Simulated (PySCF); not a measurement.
## Excited states of Sc⁹⁺ (scandium, charge +9)

Ground state [Ne] 3s2, ¹S. All numbers are calculated (PySCF 2.14, scalar relativity by spin-free X2C-1e, in an uncontracted even-tempered set (21 s from 0.0784 bohr⁻², ratio 2.5; 14 p from 0.102 bohr⁻², ratio 2.5; 8 d from 0.142 bohr⁻², ratio 2.7; 4 f from 4.2 bohr⁻², ratio 2.7)). Vertical excitation energies in eV without spin-orbit coupling; excited terms of each kind are numbered among those the solver found. Frozen: 1s2.

| term | leading excitation | EOM-EE-CCSD |
| --- | --- | --- |
| 1 3P° | 3s → p | 20.129 |
| 1 1P° | 3s → p | 29.493 |
| 1 3D | 3s → d | 56.803 |
| 1 1D | 3s → d | 65.013 |
| 1 3S | 3s → s | 111.68 |
| 1 1S | 3s → s | 113.60 |
| 2 3P° | 3s → p | 121.59 |
| 2 3D | 3s → d | 133.71 |
| 2 1D | 3s → d | 133.88 |

Doubly excited terms such as np² are absent. The solver can miss terms. The 26 highest virtual orbitals were dropped.
